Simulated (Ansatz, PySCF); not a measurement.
Process, species as SMILES: OB(O)P [phosphanylboronic acid] -> OB(O)[PH] + H atom (the H-P bond at the site shown breaks; other sites are not compared here)
Each molecule is optimised on its own at B3LYP-D3(BJ)/def2-TZVP (Ansatz, a program for electronic structure), one conformer each, not searched for the lowest.

Quantity: bond dissociation energy (enthalpy at 298 K, with B3LYP-D3(BJ) rigid-rotor harmonic-oscillator terms from PySCF), in kJ/mol. Cores are frozen in the correlated levels unless marked. Open shells are spin-unrestricted. Spin-orbit coupling is left out. Non-relativistic. CBS marks a two-point X^-3 extrapolation of the correlation energy; Hartree-Fock from the larger set.

Level to compare with: CCSD(T)/CBS(aug-cc-pV(T+d)Z,aug-cc-pV(Q+d)Z) (Ansatz), 353.6 kJ/mol. It is a level with limits of its own, and the differences hold the functionals' basis error too.

Problem. Rank these functionals by how close they come to CCSD(T)/CBS(aug-cc-pV(T+d)Z,aug-cc-pV(Q+d)Z), closest first: B3LYP/def2-TZVPD (Ansatz); wB97X-V/def2-TZVPD (Ansatz); HSE06/def2-TZVPD (Ansatz).

Solution. wB97X-V/def2-TZVPD (range-separated hybrid with VV10, 351.5 kJ/mol, difference -2.1), B3LYP/def2-TZVPD (global hybrid, 344.8 kJ/mol, difference -8.8), HSE06/def2-TZVPD (screened hybrid, 338.1 kJ/mol, difference -15.5)
